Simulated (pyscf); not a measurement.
Structures and frequencies: ωB97X-D3(BJ)/def2-SVP in PySCF. Correlated levels are frozen-core, on RHF or UHF. ΔMP2 is the change of the MP2 total energy from the triple- to the quadruple-zeta basis. Singlets are restricted, triplets unrestricted.

Singlet (Å):
```xyz
6

Al     1.9205    -1.6943    -1.2155
O      0.8870    -0.4722    -0.6107
Si    -0.1125     0.7077    -0.0271
H     -1.4557     0.6163    -0.6714
H     -0.2825     0.5617     1.4485
H      0.4582     2.0579    -0.3082
```

Triplet (Å):
```xyz
6

Al     0.3464     0.5186     2.0639
O     -0.6957    -0.3508     1.0109
Si    -1.3266    -0.1977    -0.5146
H     -2.7981     0.0329    -0.4318
H     -1.0793    -1.4501    -1.2847
H     -0.7012     0.9488    -1.2405
```

For these two minima of Al–O–SiH₃, which spin state lies lower at CCSD(T)/def2-TZVPP + ΔMP2(QZVPP), and by how much (electronic energies)?

The singlet, by 73.8 kcal/mol. Zero-point energy shifts E(triplet) − E(singlet) by 0.0 kcal/mol. Other isomers of Al–O–SiH₃ [singlet] were not searched in full and may lie lower. 

E(triplet) − E(singlet) by level (kcal/mol):

| level | gap |
|---|---|
| ωB97X-D3(BJ)/def2-TZVP | +74.6 |
| PBE/def2-TZVP | +71.6 |
| r²SCAN/def2-TZVP | +65.9 |
| B3LYP-D3(BJ)/def2-TZVP | +75.8 |
| PBE0-D3(BJ)/def2-TZVP | +70.1 |
| M06-2X/def2-TZVP | +76.6 |
| ωB97M-D3(BJ)/def2-TZVP | +83.4 |
| HF/def2-TZVP | +53.7 |
| MP2/def2-QZVPP | +69.3 |
| CCSD/def2-TZVPP | +73.0 |
| CCSD(T)/def2-TZVPP | +73.4 |
| CCSD(T)/def2-TZVPP + ΔMP2(QZVPP) | +73.8 |

The triplet is the lowest one reached from the SCF start used. The CCSD(T) − MP2 part came from Ansatz, without density fitting, on the same reference.
